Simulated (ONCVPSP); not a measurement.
B (Z = 5): ONCV pseudisation with PBEsol, scalar-relativistic reference atom.

ONCVPSP 4.0.1 was run on this input:

```
# ATOM AND REFERENCE CONFIGURATION
# atsym  z   nc   nv     iexc    psfile
  B 5.00    1    2  -116133      upf
#
#   n    l    f
    1    0    2.00
    2    0    1.00
    2    1    2.00
#
# PSEUDOPOTENTIAL AND OPTIMIZATION
# lmax
    2
#
#   l,   rc,      ep,       ncon, nbas, qcut
    0    1.15    0.00    5    8    5.10
    1    3.75    0.00    4    8    3.40
    2    3.35    0.02    4    7    2.60
#
# LOCAL POTENTIAL
# lloc, lpopt,  rc(5),   dvloc0
    4    5    1.00    0.00
#
# VANDERBILT-KLEINMAN-BYLANDER PROJECTORs
# l, nproj, debl
    0    1    1.20
    1    2    1.30
    2    2    3.90
#
# MODEL CORE CHARGE
# icmod, fcfact, rcfact
    3    2.75    1.65
#
# LOG DERIVATIVE ANALYSIS
# epsh1, epsh2, depsh
   -2.00    5.00    0.02
#
# OUTPUT GRID
# rlmax, drl
    6.00    0.01
#
# TEST CONFIGURATIONS
# ncnf
    4
# nvcnf
#   n    l    f
    2
    2    0    2.00
    2    1    1.00
#
    2
    2    0    2.00
    2    1    0.00
#
    2
    2    0    1.00
    2    1    0.00
#
    2
    2    0    1.00
    2    1    1.00
#
```

Command:

```bash
oncvpsp.x < B.dat > B.out
```

Output (shortened: citation, most of the input echo, consistency checks and plot data are left out):

```
ONCVPSP  (Optimized Norm-Conservinng Vanderbilt PSeudopotential)
scalar-relativistic version 4.0.1

#   n    l    f        energy (Ha)
    1    0    2.00    -6.6403200E+00
    2    0    1.00    -3.6186587E-01
    2    1    2.00    -1.4761237E-01

Reference configufation results
  iterations    21
  all-electron total energy (Ha)   -2.42558774D+01

Begin loop to  construct optimized pseudo wave functions
and semi-local pseudopoentials for all angular momenta

Calculating optimized projector #   1

 for l=   0

    Fraction of norm inside rc  0.159626
    Optimizing pswf for qcut=   5.10 a_B^-1,  ecut=  12.99 Ha
    Residual kinetic energy error=  1.01D-03 Ha

    Energy error per electron        Cutoff
         Ha          eV             Ha
         0.01000     0.27211        6.78
         0.00100     0.02721       13.56
         0.00010     0.00272      105.70
         0.00001     0.00027      128.24

   Wellstate for l =  1  n =  5
     eigenvalue =   1.1524
     asymptotic potential =   1.6524
     half-point radius =  7.0639

Calculating optimized projector #   1

 for l=   1

    Fraction of norm inside rc  0.890396
    Optimizing pswf for qcut=   3.40 a_B^-1,  ecut=   5.77 Ha
    Residual kinetic energy error=  5.16D-06 Ha

    Energy error per electron        Cutoff
         Ha          eV             Ha
         0.01000     0.27211        3.02
         0.00100     0.02721        4.00
         0.00010     0.00272        4.91
         0.00001     0.00027        5.74

Calculating optimized projector #   2

 for l=   1

    Fraction of norm inside rc  0.257782
    Optimizing pswf for qcut=   3.40 a_B^-1,  ecut=   5.77 Ha
    Residual kinetic energy error=  7.08D-04 Ha

    Energy error per electron        Cutoff
         Ha          eV             Ha
         0.01000     0.27211        4.55
         0.00100     0.02721        5.68
         0.00010     0.00272       15.31
         0.00001     0.00027       19.81

   Wellstate for l =  2  n =  3
     eigenvalue =   0.0200
     asymptotic potential =   0.5200
     half-point radius = 77.5734

   Wellstate for l =  2  n =  7
     eigenvalue =   3.9200
     asymptotic potential =   4.4200
     half-point radius =  5.3615

Calculating optimized projector #   1

 for l=   2

    Fraction of norm inside rc  0.000433
    Optimizing pswf for qcut=   2.59 a_B^-1,  ecut=   3.37 Ha
    Residual kinetic energy error=  4.50D-05 Ha

    Energy error per electron        Cutoff
         Ha          eV             Ha
         0.01000     0.27211        0.00
         0.00100     0.02721        0.07
         0.00010     0.00272        0.46

Calculating optimized projector #   2

 for l=   2

    Fraction of norm inside rc  0.230173
    Optimizing pswf for qcut=   2.59 a_B^-1,  ecut=   3.37 Ha
    Residual kinetic energy error=  2.38D-01 Ha

    Energy error per electron        Cutoff
         Ha          eV             Ha
         0.01000     0.27211       19.40
         0.00100     0.02721       23.74
         0.00010     0.00272       33.82
         0.00001     0.00027       53.83

Construct Vanderbilt / Kleinmman-Bylander projectors

B matrix Hermiticity error, ll=   1
   1   2    7.7895E-06

  Orthonormal projector coefficients -2.0802E+00 -3.8513E-01

B matrix Hermiticity error, ll=   2
   1   2    2.9131E-07

  Orthonormal projector coefficients  4.0919E+00 -2.9033E+00

Model core correction analysis
  based on d2Exc/dn_idn_j

d2excae - all-electron derivatives

   -5.127524D-02   -4.312650D-02
   -4.313485D-02   -3.980550D-02

d2excps - pseudofunction derivatives with no core correction

   -5.301878D-02   -4.308071D-02
   -4.308900D-02   -3.991174D-02

rms 2nd derivative error    8.739864E-04

rmatch, rhocmatch    0.7847    0.6339

Teter function model core charge with specified parameters

d2excps - pseudofunction derivatives with core correction

   -4.869567D-02   -4.116188D-02
   -4.116650D-02   -3.897141D-02

rms 2nd derivative error    1.941907E-03

Pseudoatom total energy   -2.299065

Diagnostic tests using Vanderbilt-Kleinman-Bylander pseudopotentials
  1 or more projectors used as specified by nproj input data

   l    rcore       rmatch      e in        delta e   norm test  slope test

   0   1.1507464   1.1856856  -0.3618659  -0.0000005   1.0000033   0.9999969

   1   3.7616624   3.8758746  -0.1476124  -0.0000001   1.0000078   1.0000087
   1   3.7616624   3.8758746   1.1523876   0.0000008   1.0000195   1.0000195

   2   3.3575167   3.4594582   0.0200000   0.0000004   1.0000010   1.0000010
run_diag: lschvkbbe ERROR   2   5   2  60  3.92000000E+00  4.36200000E+00
   2   3.3575167   3.4594582   3.9200000   0.4420000   0.4088351   0.0553330

 Testing for bound ghosts
   n   l    E NL Schr. Eq   E Basis Diag.   E Cutoff

   1   0       -0.361866       -0.283668    140.26

   2   1       -0.147612       -0.147587     21.42

 Testing for highly-localized positive-energy ghosts
       l    <radius>/rc     E Basis Diag.   E Cutoff

Test configuration 0

   n   l     f        eae           eps        diff
   1   0  2.0000   -6.64031995
   2   0  1.0000   -0.36186587   -0.36186634   -4.72D-07
   2   1  2.0000   -0.14761237   -0.14761249   -1.14D-07

    Total energies and differences
      AE_ref= -2.42558774D+01  AE_tst= -2.42558774D+01  dif=  0.00D+00
      PS_ref= -2.29906492D+00  PS_tst= -2.29906492D+00  dif=  4.44D-16
      PSP excitation error= -4.44D-16

Test configuration 1

   n   l     f        eae           eps        diff
   1   0  2.0000   -6.59831055
   2   0  2.0000   -0.34401757   -0.33640566    7.61D-03
   2   1  1.0000   -0.13065645   -0.12692439    3.73D-03

    Total energies and differences
      AE_ref= -2.42558774D+01  AE_tst= -2.44697267D+01  dif= -2.14D-01
      PS_ref= -2.29906492D+00  PS_tst= -2.51099891D+00  dif= -2.12D-01
      PSP excitation error= -1.92D-03

Test configuration 2

   n   l     f        eae           eps        diff
   1   0  2.0000   -7.07542929
   2   0  2.0000   -0.71213256   -0.68632602    2.58D-02

    Total energies and differences
      AE_ref= -2.42558774D+01  AE_tst= -2.41706085D+01  dif=  8.53D-02
      PS_ref= -2.29906492D+00  PS_tst= -2.22678148D+00  dif=  7.23D-02
      PSP excitation error=  1.30D-02

Test configuration 3

   n   l     f        eae           eps        diff
   1   0  2.0000   -7.71810875
   2   0  1.0000   -1.14948505   -1.11589961    3.36D-02

    Total energies and differences
      AE_ref= -2.42558774D+01  AE_tst= -2.32422603D+01  dif=  1.01D+00
      PS_ref= -2.29906492D+00  PS_tst= -1.32837642D+00  dif=  9.71D-01
      PSP excitation error=  4.29D-02

Test configuration 4

   n   l     f        eae           eps        diff
   1   0  2.0000   -7.09012001
   2   0  1.0000   -0.71594976   -0.70966537    6.28D-03
   2   1  1.0000   -0.49113128   -0.47584030    1.53D-02

    Total energies and differences
      AE_ref= -2.42558774D+01  AE_tst= -2.39455247D+01  dif=  3.10D-01
      PS_ref= -2.29906492D+00  PS_tst= -1.99417958D+00  dif=  3.05D-01
      PSP excitation error=  5.47D-03
```

The run took about 2.7 s on one core of a shared server CPU.
